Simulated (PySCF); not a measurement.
F2HOS, SMILES FS(F)=[OH+], charge +1. Geometry: B3LYP-D3(BJ)/def2-SVP. The isomer is the one that the SMILES or the coordinates give; other isomers of the formula were not compared.

Computed equilibrium geometry at B3LYP-D3(BJ)/def2-SVP (PySCF confirms it by a frequency run) as Cartesian coordinates in Å, and its point group:
point group Cs.
```xyz
5

O      1.4165     0.1661     0.0000
S      0.0097    -0.4638     0.0000
F     -0.7235     0.2745    -1.1688
F     -0.7235     0.2745     1.1688
H      1.5349     1.1501     0.0000
```
Charge +1, spin multiplicity 1.
